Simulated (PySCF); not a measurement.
**MH₂ across the lanthanides**

Level: PBE0, basis family def2-TZVP, scalar-relativistic core potentials from Rb on and no relativity for lighter atoms.

Each entry is the lowest minimum that a search over a few typed start shapes (and spin states, where more than one is plausible) found, or that minimum re-optimised at the stated level; isomers with ligand–ligand bonds, or fragments after loss of a ligand pair, can lie lower. Open shells are unrestricted; no spin–orbit coupling; PySCF with density fitting.

```
molecule  2S+1  point group  mean bond to the central atom (Å)  polar-tensor charge of the central atom  lowest ω (cm⁻¹)  distinct angles (°)  highest ω (cm⁻¹)
    CeH₂     3          C2v                              2.031                                     1.01              454                  112              1414
    NdH₂     5          C2v                              2.133                                     1.21              435                  111              1215
    SmH₂     7          C2v                              2.134                                     1.19              400                  115              1251
    EuH₂     8          C2v                              2.128                                     1.18              406                  115              1255
```

The bond length does not run in one direction; the largest change, 0.102 Å, falls between CeH₂ and NdH₂ among the members listed.

Left out of the table are members whose search was unfinished or whose lowest solution was spin-contaminated, unstable, very soft or bonded differently.

Open d and f shells are single-determinant solutions and may miss the true ground state.
